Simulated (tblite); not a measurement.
C4H11BOSi.
Numbering: `[SiH3:1][O:2][C@H:3]1[BH:4][CH2:5][CH2:6][CH2:7]1` (hydrogens: H8, H9, H10 on Si1; H11 on C3; H12 on B4; H13, H14 on C5; H15, H16 on C6; H17, H18 on C7)

Computed with GFN2-xTB (tblite), gas phase: L-BFGS steps from a force-field or distance-geometry start until the largest atomic force falls under 0.01 eV/Å.

Step 16: E = -578.0679 eV
```
atom  x, y, z in Å  |  force x, y, z in eV/Å
Si1     2.9448    0.1732    0.0596    0.112   0.063   0.045
O2      1.4805    0.7648    0.4049    0.050  -0.078  -0.009
C3      0.3015   -0.0063    0.4826    0.050  -0.055   0.049
B4     -0.9227    0.5664    1.3097   -0.106   0.146  -0.073
C5     -2.1731    0.4007    0.3794    0.000   0.000   0.032
C6     -1.7386   -0.5485   -0.7501   -0.024   0.030   0.020
C7     -0.2349   -0.3467   -0.9177   -0.027   0.014  -0.023
H8      3.0159   -0.5965   -1.1874   -0.047   0.033  -0.058
H9      3.3654   -0.7515    1.1165    0.055  -0.011   0.057
H10     3.6986    1.4111   -0.0113    0.016   0.024   0.029
H11     0.5491   -0.9565    0.9810   -0.002  -0.164   0.072
H12    -0.8727    1.0451    2.3690    0.009   0.015   0.007
H13    -3.1401    0.1031    0.7859    0.072   0.072   0.098
H14    -2.3092    1.4154   -0.0228   -0.063  -0.113  -0.075
H15    -2.2808   -0.3540   -1.6752   -0.006  -0.099  -0.017
H16    -1.9213   -1.5806   -0.4417   -0.094   0.048  -0.030
H17    -0.0254    0.5000   -1.5721   -0.005   0.016  -0.013
H18     0.2541   -1.2328   -1.3221    0.009   0.056  -0.111
```

Step 17: E = -578.0727 eV
```
atom  x, y, z in Å  |  force x, y, z in eV/Å
Si1     2.9463    0.1750    0.0624    0.143  -0.044   0.009
O2      1.4811    0.7630    0.4077    0.009  -0.135   0.000
C3      0.3029   -0.0102    0.4832   -0.015  -0.096   0.052
B4     -0.9232    0.5667    1.3093   -0.023   0.155  -0.096
C5     -2.1711    0.4016    0.3790   -0.016  -0.027  -0.009
C6     -1.7404   -0.5505   -0.7515   -0.002   0.042   0.035
C7     -0.2353   -0.3482   -0.9209   -0.021   0.030   0.054
H8      3.0185   -0.5952   -1.1903   -0.050   0.078   0.020
H9      3.3728   -0.7542    1.1186    0.029   0.038   0.005
H10     3.6961    1.4144   -0.0092    0.027   0.035   0.031
H11     0.5426   -0.9639    0.9861    0.020  -0.077   0.006
H12    -0.8721    1.0535    2.3653    0.007   0.001   0.000
H13    -3.1347    0.1057    0.7921    0.031   0.057   0.088
H14    -2.3098    1.4141   -0.0263   -0.061  -0.101  -0.070
H15    -2.2844   -0.3556   -1.6770    0.017  -0.104   0.019
H16    -1.9245   -1.5827   -0.4416   -0.081   0.073  -0.040
H17    -0.0289    0.5054   -1.5686   -0.002  -0.025  -0.011
H18     0.2552   -1.2328   -1.3299   -0.011   0.099  -0.093
```

Step 18: E = -578.0784 eV
```
atom  x, y, z in Å  |  force x, y, z in eV/Å
Si1     2.9509    0.1763    0.0658    0.130  -0.131  -0.024
O2      1.4827    0.7569    0.4110   -0.021  -0.187   0.016
C3      0.3039   -0.0168    0.4851   -0.067  -0.117   0.036
B4     -0.9242    0.5701    1.3073    0.093   0.139  -0.076
C5     -2.1694    0.4017    0.3788   -0.034  -0.034  -0.050
C6     -1.7426   -0.5521   -0.7525    0.018   0.031   0.037
C7     -0.2364   -0.3491   -0.9235   -0.011   0.037   0.114
H8      3.0212   -0.5924   -1.1934   -0.044   0.113   0.088
H9      3.3826   -0.7569    1.1210    0.014   0.079  -0.039
H10     3.6925    1.4200   -0.0060    0.037   0.040   0.034
H11     0.5353   -0.9748    0.9916    0.032   0.020  -0.062
H12    -0.8707    1.0654    2.3608    0.001  -0.017  -0.033
H13    -3.1290    0.1099    0.8003   -0.020   0.028   0.077
H14    -2.3108    1.4104   -0.0312   -0.066  -0.056  -0.073
H15    -2.2883   -0.3597   -1.6784    0.035  -0.086   0.044
H16    -1.9296   -1.5837   -0.4425   -0.058   0.068  -0.033
H17    -0.0330    0.5115   -1.5647   -0.003  -0.058   0.006
H18     0.2561   -1.2301   -1.3411   -0.035   0.129  -0.063
```

**Question.** Estimate the geometry and energy of step 19. (The exact step hangs on the optimiser's Hessian estimate; all steps are aligned on step 18, rigid shifts and turns removed.)

**Answer.** E = -578.0857 eV, largest force 0.220 eV/Å
```
atom  x, y, z in Å  |  force x, y, z in eV/Å
Si1     2.9586    0.1765    0.0704    0.072  -0.180  -0.047
O2      1.4849    0.7441    0.4158   -0.024  -0.216   0.034
C3      0.3038   -0.0277    0.4882   -0.091  -0.102   0.003
B4     -0.9243    0.5776    1.3028    0.197   0.075  -0.062
C5     -2.1675    0.4015    0.3776   -0.039  -0.016  -0.064
C6     -1.7451   -0.5538   -0.7530    0.026   0.002   0.029
C7     -0.2383   -0.3499   -0.9251   -0.002   0.034   0.136
H8      3.0245   -0.5862   -1.1955   -0.028   0.126   0.127
H9      3.3965   -0.7589    1.1231    0.013   0.099  -0.064
H10     3.6878    1.4273   -0.0008    0.045   0.041   0.038
H11     0.5259   -0.9893    0.9980    0.036   0.099  -0.124
H12    -0.8688    1.0809    2.3527   -0.003  -0.015  -0.044
H13    -3.1208    0.1159    0.8129   -0.084  -0.012   0.060
H14    -2.3131    1.4043   -0.0391   -0.080   0.021  -0.083
H15    -2.2928   -0.3667   -1.6791    0.047  -0.045   0.049
H16    -1.9373   -1.5839   -0.4444   -0.025   0.027  -0.004
H17    -0.0392    0.5185   -1.5587   -0.003  -0.074   0.033
H18     0.2564   -1.2237   -1.3574   -0.057   0.137  -0.017
```

The energy changes by -0.0073 eV. The first-order estimate −F·Δx gives -0.0098 eV and the mean of the old and new forces, exact on a quadratic surface, -0.0073 eV. The step makes an angle of 67° with the force vector and moves no atom by more than 0.018 Å.

The cost below is that of the whole relaxation. Time: 0.5 s of wall time. Hardware: an Arm Neoverse V1 with one thread (shared host).
